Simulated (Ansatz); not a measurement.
A nudged elastic band was laid between two geometries of ClH + Ge2H6 (10 atoms, charge 0, multiplicity 1).

Theory: RKS PBE-D4/def2-mTZVP in Ansatz.

```yaml
movable_images: 5
climbing_image: yes
spring: 5.0 eV/Å²
optimiser: quadratic models (default)
start_path: through a guess of the saddle point
force_threshold: 0.05 eV/Å
iteration_limit: 60
end_points: relaxed
```

Initial state:

```xyz
10
Properties=species:S:1:pos:R:3
Ge -0.183 -0.141 -0.110
H -0.213 -0.162 1.448
H 1.305 -0.178 -0.538
Ge -1.307 1.853 -0.942
H -2.762 1.509 -1.349
H -1.344 2.947 0.150
H -0.564 2.405 -2.182
H -0.872 -1.441 -0.593
Cl 1.683 2.636 1.884
H 1.069 1.506 2.124
```

Final state:

```xyz
10
Properties=species:S:1:pos:R:3
Ge 0.506 0.265 -0.573
H -0.840 0.849 3.008
H 1.173 -0.290 -1.858
Ge -1.233 1.910 -1.012
H -2.428 1.222 -1.722
H -1.712 2.523 0.324
H -0.670 3.022 -1.926
H 0.056 -0.908 0.332
Cl 2.111 1.285 0.530
H -0.153 1.055 2.788
```

(1) What changes between the two ends?

(2) Give the energies along the band, and the barrier.

(3) What is the geometry of the highest image?

Answers

(1) Bonds broken: Ge1–H2, Cl9–H10. Bonds formed: Ge1–Cl9, H2–H10. ClH + Ge2H6 becomes ClGe2H5 + H2.

(2) The run converged. The highest image is number 2 of 0 to 6, 32.1 kcal/mol above the first end and 46.5 kcal/mol above the last; the last end lies 14.5 kcal/mol below the first. A structure lower than the first end lies on the path between it and the top, so the climb from that side starts below the end, which may itself be a saddle point or a shallow side well. Neighbouring images differ by up to 1.4 eV, so the band resolves the path poorly. A vibrational analysis at the climbing image gives one clearly imaginary mode, 882i cm⁻¹: a first-order saddle point. The orbitals stay closed-shell, which can raise the energy where a bond breaks towards radicals; this wasn't checked here.

| image | path coordinate (Å) | energy (kcal/mol) | Ge1–H2 (Å) | Cl9–H10 (Å) | Ge1–Cl9 (Å) |
| --- | --- | --- | --- | --- | --- |
| 0 | 0.00 | 0.0 | 1.56 | 1.31 | 3.89 |
| 1 | 1.56 | -0.2 | 1.56 | 1.31 | 3.85 |
| 2 | 3.11 | 32.1 | 1.90 | 1.84 | 2.73 |
| 3 | 4.17 | 3.8 | 2.59 | 2.23 | 2.29 |
| 4 | 5.22 | -12.0 | 3.24 | 2.64 | 2.21 |
| 5 | 6.28 | -14.3 | 3.82 | 3.09 | 2.20 |
| 6 | 7.34 | -14.5 | 3.87 | 3.21 | 2.20 |

(3) 
```xyz
10
Properties=species:S:1:pos:R:3:forces:R:3
Ge -0.005 0.178 -0.050 0.00 0.00 0.00
H 0.233 0.007 1.826 0.01 0.01 0.00
H 1.302 -0.355 -0.670 0.00 0.00 0.00
Ge -1.304 2.038 -0.930 0.00 0.00 0.00
H -2.449 1.470 -1.815 0.00 0.00 0.00
H -1.902 2.782 0.280 0.00 0.00 0.00
H -0.354 2.933 -1.747 0.00 0.00 0.00
H -0.905 -1.070 0.269 0.00 0.00 0.00
Cl 1.497 2.209 0.979 0.00 -0.01 0.00
H 0.698 0.743 1.749 0.00 -0.01 0.00
```

The run took 2.8 min on 4 threads of Arm Neoverse V1 (shared host), peak memory 0.18 GiB.
